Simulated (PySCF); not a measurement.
Computed with B3LYP-D3(BJ)/def2-TZVP (PySCF). All species are isolated molecules in the gas phase. B3LYP has the VWN-RPA correlation part, as in Gaussian. 

Reference species (SMILES): `[F][GeH2][F]` (neutral, multiplicity 1).

```yaml
dipole_moment: 2.66 D
```

Changed species: `[F][GeH3]` (whole molecule; the reference has whole molecule).

Task: What does the change do to the dipole moment?

Result: the dipole moment falls by 0.47 D, to 2.19 D.
